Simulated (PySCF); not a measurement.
**Exercise with solution: oscillator strength and radiative lifetime**

C3H7ClOSi, SMILES C=C(Cl)[Si@@H](C)O.

Geometry: TPSSh-D3(BJ)/def2-SVP. The structure was generated by enumeration; whether it is a known compound was not checked. Other conformers were not sampled.

TDA-PBE/def2-SVPD (PySCF) puts the first singlet state with f over 0.02 at 6.10 eV (vertical), with the transition dipole (0.628, -0.048, 0.717) in atomic units.

Find the oscillator strength, the wavelength and the radiative lifetime that this transition would have in vacuum if emission retraced absorption.


|μ|² = 0.9108 au, so |μ| = 2.43 D. ΔE = 6.10/27.211 = 0.2242 hartree. f = (2/3) ΔE |μ|² = 0.136 (the program prints 0.136).
λ = 1239.84/6.10 = 203 nm; ν = 49200 cm⁻¹.
Einstein's coefficient A = 0.6670 ν² f s⁻¹ (ν in cm⁻¹) = 2.2e8 s⁻¹, so τ = 1/A = 4.6 ns. This state is S4; the lower singlets have f = 0.002, 0.005, 0.014. The figure is the radiative limit of this one transition; relaxation, internal conversion, crossing to triplets and a medium change what is measured.
